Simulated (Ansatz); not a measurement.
```yaml
crystal:
  periodic: [false, false, false]
  atoms:
    - {symbol: S, position_ang: [-0.851436, 0.818005, 1.360689]}
    - {symbol: In, position_ang: [0.612498, -0.664375, -0.527548]}
    - {symbol: Cl, position_ang: [2.380164, -1.315023, 0.895956]}
    - {symbol: Cl, position_ang: [-0.880850, -2.019914, -1.126173]}
    - {symbol: Cl, position_ang: [1.193394, 1.299037, -1.860871]}
    - {symbol: H, position_ang: [-1.820063, -0.038299, 0.774251]}
    - {symbol: H, position_ang: [-0.875623, 1.782963, 0.209613]}
basis:
  gaussian: {orbitals: def2-SVP}
magnetization: {spin_polarized: true, initial_magnetization: 1}
hamiltonian: {xc: {name: B2PLYP}}
```

```sh
$ ansatz run in.yaml --threads 4 --pin off --events-out ev --progress --plain --max-ram 10444MiB
```

(1) How does Ansatz answer? (Best estimate.)

## Answers

(1) The calculation gave: The program refused the input.
```
Error: a molecule whose nuclei and cores have a total charge of 90 cannot have a net charge of 0 together with 1 unpaired electrons
```
